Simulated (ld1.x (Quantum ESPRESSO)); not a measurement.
# zirconium: one change to a TM semilocal potential, before and after

ld1.x (Quantum ESPRESSO) 7.5 input, shortened:

```
&input
   title='Zr', zed=40., rel=1, dft='PZ', iswitch=3,
   config='[Kr] 4d2 4f-2 5s0 5p0'
 /
 &inputp
   pseudotype=1, tm=.true., lloc=0,
   nlcc=.true.
 /
4
5P  2  1   0.00   0.00  2.90  2.90  0.0
4D  3  2   2.00   0.00  1.75  1.75  0.0
4F  4  3  -2.00   0.30  2.75  2.75  0.0
5S  1  0   0.00   0.00  2.90  2.90  0.0
 &test
   configts(1)='4d2 5s0 5p0'
 /
```

Change: wave 5s (bound): rc 2.90 bohr becomes 5s (bound): rc 4.18 bohr.

Cutoffs: the cutoffs (Ry, on a coarse ladder) from which the occupation-weighted sum of valence levels, in a spherical-Bessel basis at the reference potential, stays within 10 and 1 mRy of its value at 400 Ry; they do not see the model core or the augmentation charge, which bear on the density cutoff. Errors are all-electron minus pseudo energies relative to the spin-unpolarised reference configuration.

Task: What does the change do?

Result: The potential gets neither clearly harder nor softer (30 Ry and 40 Ry → 30 Ry and 40 Ry); of the 9 tests that both files solve, the error grows in 2 and shrinks in 2 by more than 15 % and 0.3 meV (median size 111.9 → 52.6 meV); neither file shows a bound ghost. A semilocal file is local in each channel, so a ghost entry of none says nothing of the separable form that plane-wave codes build from it.

| quantity | base | changed |
| --- | --- | --- |
| cutoff, loose | 30 Ry | 30 Ry |
| cutoff, tight | 40 Ry | 40 Ry |
| bound ghosts | none | none |
| error for 4d2 5s2 5p0, meV [ΔE -20.59 eV] | -12 | -26 |
| error for 4d2 5s1 5p0, meV [ΔE -13.24 eV] | -5.7 | -23 |
| error for 4d1 5s0 5p0, meV [ΔE 22.82 eV] | -189 | -189 |
| error for 4d2 5s0 5p1, meV [ΔE -9.43 eV] | +3.0 | +3.0 |
| error for 4d2 5s0 5p2, meV [ΔE -14.20 eV] | +13 | +13 |
| error for 4d1 5s2 5p0, meV [ΔE -12.77 eV] | -143 | -53 |
| error for 4d1 5s2 5p1, meV [ΔE -17.53 eV] | -161 | -80 |
| error for 4d2 5s0 5p0 (spin-polarised), meV [ΔE -0.62 eV] | +163 | +163 |
| error for 4d2 5s2 5p0 (spin-polarised), meV [ΔE -21.08 eV] | +112 | +97 |
